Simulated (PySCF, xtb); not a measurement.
H₅NOSeSi, SMILES N[Se]O[SiH3].

xtb with GFN2-xTB at its own geometry gives an orbital gap of 3.15 eV and a dipole moment of 2.77 D.

Coordinates come from a B3LYP-D3(BJ)/def2-SVP optimisation. This is a generated structure with no PubChem entry under its InChIKey; it may be hypothetical. Other conformers were not sampled.

Problem. What does PBE/def2-TZVP (PySCF) give? (An estimate is asked for; the answer gives what the named calculation found.)

Solution. gap 3.44 eV (levels -5.34 and -1.90 eV), dipole 1.75 D.
